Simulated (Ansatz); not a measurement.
System: sum formula ZrOF₂, charge 1, multiplicity 2. The spin state was set by rule; other spins were not relaxed. 
Structure (B3LYP-D3(BJ)/def2-TZVP (Ansatz, a quantum-chemistry and plane-wave program) minimum search):
```
Zr
F 1 1.8524
F 1 1.8524 2 115.61
O 1 1.9348 2 108.59 3 122.29
```
Charge +1, spin multiplicity 2.

Question: Give the harmonic wavenumbers at B3LYP-D3(BJ)/def2-TZVP (Ansatz, finite differences of forces, unscaled).

Answer: 117, 166, 170, 708, 739, 749 cm⁻¹. Zero-point energy 3.8 kcal/mol.

Question: From these and the geometry, give the ideal-gas thermochemistry at 298.15 K and 1 atm (rigid rotor, harmonic oscillator).

Answer: Point group Cs, rotational symmetry number 1. Rotational constants 5.604, 4.827, 2.935 GHz. S(trans) 40.83, S(rot) 25.81, S(vib) 8.88, S(elec, spin only) 1.38, S 76.9 cal/(mol K). H(298) - H(0) 3.77 kcal/mol; G - E(el) -15.4 kcal/mol.
